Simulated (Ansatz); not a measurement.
Geometry optimisation, UKS PBE0/def2-SVP (Ansatz 0.2.0).

input.yaml

```yaml
crystal:
  periodic: [false, false, false]
  atoms:
    - { symbol: Zn, position_ang: [0.0312, -1.2166, -0.9299] }
    - { symbol: F, position_ang: [0.1315, -1.7568, 1.123] }
    - { symbol: O, position_ang: [-0.4448, -2.2269, -2.242] }
    - { symbol: H, position_ang: [-0.2098, -0.6013, 1.1343] }
    - { symbol: O, position_ang: [-0.4854, 0.425, 0.4337] }
    - { symbol: C, position_ang: [0.2173, 1.5731, 0.8194] }
    - { symbol: H, position_ang: [-0.4056, -1.8609, -3.125] }
    - { symbol: H, position_ang: [-0.2307, 1.9475, 1.7451] }
    - { symbol: H, position_ang: [1.2781, 1.3778, 0.9922] }
    - { symbol: H, position_ang: [0.1181, 2.339, 0.0493] }
magnetization:
  spin_polarized: true
basis:
  gaussian: { orbitals: def2-SVP }
hamiltonian:
  xc: pbe0
relax:
  f_tol: 0.15
  max_steps: 25
  restrain:
    - { distance: [0, 4], at: 3.18, k: 30.0 }
    - { distance: [3, 1], at: 2.18, k: 30.0 }
    - { distance: [0, 1], at: 1.79, k: 30.0 }
    - { distance: [3, 4], at: 0.97, k: 30.0 }
output:
  orbitals: {}
```

Run as:

```bash
$ ansatz run input.yaml --threads 4 --pin off --max-ram 5120MiB --backend cpu --events-out ev --progress --plain --runs-dir out
```

Task: Where does it end, and by what steps?

Result: The run converged. The restraints hold the end off the free minimum. After 12 steps the energy has fallen by 0.482 eV (the restraints' own energy left out); Zn1 moved furthest, 0.85 Å. Joined: H4–O5 (1.27 → 0.97 Å).

```csv
step,energy less start (eV),largest force component (eV/Å),accepted
0,0.0000,3.347,yes
1,0.3317,5.558,yes
2,0.2418,4.218,yes
3,0.0867,2.276,yes
4,-0.2884,1.031,yes
5,-0.4072,0.753,yes
6,-0.4652,0.478,yes
7,-0.4287,1.653,no
8,-0.4720,0.664,yes
9,-0.4789,0.545,yes
10,-0.4701,0.751,no
11,-0.4802,0.584,yes
12,-0.4818,0.565,yes
```

```xyz
10
Properties=species:S:1:pos:R:3
Zn 0.072 -2.059 -0.802
F 0.331 -2.041 0.954
O -0.072 -2.273 -2.547
H -0.578 -0.092 1.270
O -0.772 0.628 0.652
C 0.192 1.627 0.834
H -0.548 -1.558 -2.982
H 0.107 2.112 1.824
H 1.226 1.250 0.725
H 0.042 2.406 0.072
```

Time of the run: 63 s on 4 threads of Arm Neoverse N1, with other jobs on the host, peak memory 0.39 GiB.
